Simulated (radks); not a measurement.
Results of a calculation; reference values are marked as such.
Question: These are the eigenvalues of the occupied orbitals of an atom or ion with whole-number occupations (eV). Code: a radial shooting solver on a logarithmic mesh with Libxc functionals. Model: scalar-relativistic Kohn-Sham, PBEsol, spin-polarised, spherical densities, finite nucleus; Fermi nuclear charge, rms radius of each element as measured or else 0.836 A^(1/3) + 0.57 fm.

1s up: -3724.516
1s down: -3720.286
2s up: -764.2767
2s down: -756.1016
2p up: -720.0689

Which element is it, and in what charge state? The configuration may be excited. Open shells, if any, are filled with parallel spins first.

Answer: Z = 18, argon, charge +13: Ar13+ in [He] 2s2 2p1. The list shows which subshells hold electrons but not how many an open one holds; the 1s level, -136.87 hartree, gives Z - s = 16.5 by -(Z - s)^2/2, which with screening and relativity narrows Z to a few neighbours, and the depths of the outer levels then fix element, charge and occupations together.
